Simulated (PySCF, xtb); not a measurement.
B(Br)(NH2)2 (BBrH4N2), SMILES NB(N)Br.

GFN2-xTB (xtb 6.7.1) at its own geometry gives an orbital gap of 6.38 eV and a dipole moment of 6.31 D.

Coordinates come from a PBE0-D3(BJ)/def2-SVP optimisation. This is a generated structure with no PubChem entry under its InChIKey; it may be hypothetical. Other conformers were not sampled.

Question: What does PBE/def2-TZVP run with PySCF give? (The exact figures need the calculation; the answer reports its results.)

Answer: gap 5.85 eV (levels -5.98 and -0.13 eV), dipole 3.04 D.
